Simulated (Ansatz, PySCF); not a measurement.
Isomers of C2H4BN. Gas-phase values, no solvent. One relaxed conformer stands for each flexible species; it need not be the lowest. Strings in code marks are SMILES.

Quantity: electronic energy of isomers of C2H4BN relative to `C=CB=N`, in eV. The restricted reference of `[H]/N=C\B=C` is unstable towards unrestricted orbitals.

Level 1: TPSSh-D3(BJ)/def2-TZVP // CAM-B3LYP-D3(BJ)/def2-TZVP (PySCF)
Level 2: frozen-core MP2/cc-pVTZ // CAM-B3LYP-D3(BJ)/def2-TZVP (Ansatz, a first-principles code)
Level 3: B3LYP/3-21G // CAM-B3LYP-D3(BJ)/def2-TZVP (PySCF)
Level 4: PBE/6-31G* // CAM-B3LYP-D3(BJ)/def2-TZVP (PySCF)

| species | level 1 | level 2 | level 3 | level 4 |
|---|---|---|---|---|
| `CBC#N` | 0.125 | 0.105 | 0.337 | 0.076 |
| `NC1=CB1` | 1.01 | (withheld) | (withheld) | 0.92 |
| `[H]/N=C\B=C` | (withheld) | 2.37 | 2.55 | 2.02 |

Question: What belongs in the gaps?

Answer: 
- `NC1=CB1`, level 2: 1.22
- `NC1=CB1`, level 3: 1.58
- `[H]/N=C\B=C`, level 1: 2.09
